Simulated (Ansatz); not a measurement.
Program: Ansatz. Geometries: PBE0-D4/def2-TZVP. ΔE: electronic, gas phase. CCSD(T)/CBS is the MP2 limit (def2-TZVPP, def2-QZVPP) plus CCSD(T) − MP2 in def2-TZVPP, frozen cores. This one scheme is used for every species. DFT in def2-TZVPP. B3LYP here is the variant with VWN-RPA as its local correlation; programs differ in this. HSE06 is defined as in plane-wave codes. Each species was taken in one conformer, which may not be the lowest.

`FCOCF` + `[NH2][AlH2]` → `FC[NH][AlH2]` + `OCF`  (substitution at a C–O bond)

Is it downhill or uphill in electronic energy at CCSD(T)/CBS, and by how much? (An estimate is asked.)

The calculation gave: Downhill: ΔE = -1.0 kcal/mol.

What do these levels give: revPBE-D4, r2SCAN-D4, B97M-V, B3LYP-D4, r2SCAN0-D4, HSE06-D4, BLYP, r2SCAN, PBE0, r2SCANh, BHLYP, MP2/CBS(def2)? (Estimate.)

Ansatz gave: revPBE-D4 -2.1, r2SCAN-D4 -0.5, B97M-V -0.3, B3LYP-D4 -1.2, r2SCAN0-D4 -0.7, HSE06-D4 -1.7, BLYP -1.2, r2SCAN -0.5, PBE0 -1.6, r2SCANh -0.6, BHLYP -0.5, MP2/CBS(def2) -1.7 kcal/mol.

What do rigid-rotor, harmonic-oscillator terms from PBE0-D4/def2-TZVP frequencies (298.15 K, 1 bar) make of the CCSD(T)/CBS value? (Estimate.)

Computed: ΔZPE = +0.5 kcal/mol, ΔH = -0.6 kcal/mol, ΔS = 12 J/(mol·K), ΔG = -1.5 kcal/mol.

Largest T1 diagnostic among the species: 0.012.

In def2-TZVPP, CCSD(T) changes the Hartree–Fock value by −1.1 kcal/mol (the triples alone add −0.0 kcal/mol) and MP2 by −1.7 kcal/mol. Leaving LDA and LC-ωPBE aside and taking each functional with its dispersion term where it has one, the values spread over 1.8 kcal/mol, from revPBE-D4 to B97M-V.
